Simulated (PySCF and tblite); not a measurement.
The numbers below are computed, except where a source is named.
System: C5H11B, numbered as in [CH2:1]=[CH:2][CH2:3][B:4]([CH3:5])[CH3:6].

For the shift of B4 from C3 to C1: electronic barrier 10.51 kcal/mol, zero-point change 0.93 kcal/mol, thermal and entropy terms at 298.15 K a further 1.78 kcal/mol (symmetry numbers apart). The minimum is C1, the saddle Cs. Level: revPBE/pcSseg-1 + D3(BJ) on PBE0-D3(BJ)/def2-SVP stationary points, with GFN2-xTB thermal terms. Rate constants are transition-state-theory values, counting equivalent paths, without tunnelling. (PySCF 2.14 with density fitting, tblite 0.8.)

Task: How many equivalent paths lead out of the minimum?

Result: 1: the symmetry number of the minimum is 1, that of the saddle displaced along its mode 1.

Task: Work out the rate at 298.15 K.

Result: ΔG‡ = 13.22 kcal/mol; k_B T/h = 6.2×10¹² s⁻¹; exp(−ΔG‡/RT) = 2×10⁻¹⁰; times 1 gives k = 1260 s⁻¹. Wigner's tunnelling factor for the 66i cm⁻¹ mode would be 1.00.

The start is the conformer from which the shift leaves, not the lowest one.
